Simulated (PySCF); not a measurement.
TiOBr, SMILES [Br][Ti]=[O] (connectivity only; charge and spin as stated), neutral, multiplicity 2.

Geometry: B3LYP-D3(BJ)/def2-TZVP. The multiplicity is an assumed one; other spin states were not compared.

Computed with PBE0/def2-TZVPD in PySCF.

The molecule is in vacuum.

The total energy is -3498.38238 hartree. The point group comes out as Cs. The α spin, highest occupied and lowest empty level comes out as -6.47 and -3.02 eV and the β spin, highest occupied and lowest empty level is -8.06 and -2.52 eV. The dipole moment is 4.78 D and the quadrupole, principal values (traceless, Buckingham form, about the centre of nuclear charge) is -18.31, 4.84, 13.48 D·Å. The mean static polarisability is 63.4 bohr³ (9.39 Å³), the polarisability, principal values is 44.6, 70.2, 75.4 bohr³ and the ⟨S²⟩ is 0.759 (pure state 0.75).
